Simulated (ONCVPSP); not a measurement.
**An all-electron radial function and its pseudo partner (Sc (Z = 21))**

Columns: radius, all-electron u(r) and pseudo u(r) of the 3p shell (level -33.55 eV) of scandium in the configuration [Ne] 3s2 3p6 3d1 4s2; PBEsol, scalar-relativistic, ONCV scheme, ONCVPSP 4.0.1.

```csv
r (bohr),all-electron,pseudo
0.103,-0.3710,0.0274
0.205,-0.4956,0.1065
0.308,-0.2802,0.2317
0.410,0.0596,0.3877
0.513,0.3928,0.5586
0.615,0.6557,0.7192
0.718,0.8392,0.8524
0.820,0.9451,0.9418
0.923,0.9901,0.9854
1.025,0.9885,0.9862
1.128,0.9546,0.9541
1.230,0.9004,0.9003
1.332,0.8344,0.8343
1.435,0.7620,0.7619
1.538,0.6883,0.6882
1.640,0.6171,0.6170
1.743,0.5488,0.5487
1.845,0.4859,0.4859
1.948,0.4278,0.4277
2.050,0.3756,0.3756
2.153,0.3285,0.3284
2.255,0.2869,0.2868
2.358,0.2497,0.2497
2.460,0.2173,0.2173
2.562,0.1888,0.1888
2.665,0.1636,0.1636
```

How many radial nodes do the two functions have?

The all-electron 3p function has n − l − 1 = 1; the pseudo-wave has 0, since the states of the same l below it are removed with the core.

At about which radius was the pseudo-wave matched?

1.30 bohr, where the columns begin to agree (steps of 0.10 bohr).

Is the pseudo-wave norm-conserving?

Yes: the ONCV scheme keeps the norm inside the radius equal to the all-electron one, which fixes the energy derivative of the logarithmic derivative at the level.
